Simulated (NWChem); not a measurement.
System: SiNH₄OBr; SMILES N[SiH](O)Br

```xyz
8

Si    -0.0049    -0.9551    -0.3881
N      1.2550    -1.8617     0.3033
O     -1.4254    -1.4978     0.2585
Br     0.0347     1.2630     0.0446
H      0.1021    -1.0603    -1.8627
H      2.1569    -1.9288    -0.1526
H      1.3173    -2.0013     1.3053
H     -2.1025    -0.8272     0.3917
```
Atoms are numbered in this order, from 1.

Computed with NWChem. Pople sets run with spherical d functions. Coordinates come from a PBE0/def2-SVP optimisation. Ions are spin-unrestricted doublets at the neutral geometry; other ion states weren't tried.

```
level                vertical ionisation energy, ΔSCF (eV)  −ε(HOMO) (eV)  ΔSCF minus −ε(HOMO) (eV)
-------------------  -------------------------------------  -------------  ------------------------
B3LYP/6-31G*                                          9.85           7.40                      2.45
Hartree-Fock/6-31G*                                   9.18          11.06                     -1.88
r2SCAN/6-31G*                                          ___            ___                       ___
```

What belongs in the gaps?


- r2SCAN/6-31G*, vertical ionisation energy, ΔSCF (eV): 9.75
- r2SCAN/6-31G*, −ε(HOMO) (eV): 6.63
- r2SCAN/6-31G*, ΔSCF minus −ε(HOMO) (eV): 3.12
